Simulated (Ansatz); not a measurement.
Cl4Hf, SMILES [Cl][Hf+]([Cl])([Cl])[Cl] (connectivity only; charge and spin as stated), charge +1, multiplicity 2.

Geometry optimised at B3LYP-D3(BJ)/def2-SVP. The spin state was assumed, not searched. The def2 effective core potentials stand for the cores of Hf; spin–orbit coupling is left out.

Two levels are set side by side: PBE/def2-TZVPD (Ansatz, a program for electronic structure) and CAM-B3LYP/def2-TZVPD (Ansatz). Energy differences of separate SCF runs at the same geometry; the states with an electron removed or added have multiplicity 3 and 1. Differences are taken from unrounded values.

| quantity | CAM-B3LYP |
|---|---|
| vertical ionisation energy (eV) | 16.33 |
| vertical electron affinity (eV) | 11.88 |

Question: What does PBE give, and how far is it from CAM-B3LYP? (The exact figures need the calculation; the answer reports its results.)

Answer: 
```
quantity                           PBE  PBE minus CAM-B3LYP
-------------------------------  -----  -------------------
vertical ionisation energy (eV)  15.98                -0.35
vertical electron affinity (eV)  10.83                -1.04
```
